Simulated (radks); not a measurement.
Task: Coherent X-ray form factor from a spherical all-electron density. Calculated with a radial shooting solver on a logarithmic mesh with Libxc functionals: scalar-relativistic Kohn-Sham, r2SCAN, spin-polarised, spherical densities, finite nucleus; meta-GGA in the generalised Kohn-Sham scheme; Fermi nuclear charge, rms radius of each element as measured or else 0.836 A^(1/3) + 0.57 fm.

| sin(theta)/lambda (1/angstrom) | f0 (electrons) |
|---|---|
| 0.05 | 70.612 |
| 0.1 | 69.478 |
| 0.15 | 67.685 |
| 0.2 | 65.362 |
| 0.25 | 62.658 |
| 0.3 | 59.725 |
| 0.4 | 53.698 |
| 0.5 | 48.042 |
| 0.6 | 43.070 |
| 0.8 | 35.093 |
| 1 | 28.984 |
| 1.25 | 23.222 |
| 1.5 | 19.245 |
| 2 | 14.877 |

The species is in the configuration that NIST lists as its ground one. Which atom or ion scatters so?

Result: The mercury ion Hg9+, [Xe] 4f14 5d3. Extrapolating in s^2 from the first two rows gives f0(0) = 71.0, near the electron count 71; among species with that count, the fall with angle is slower the higher Z, and the table is that of Z = 80; from so few rows the species is fixed only to a neighbour or two.
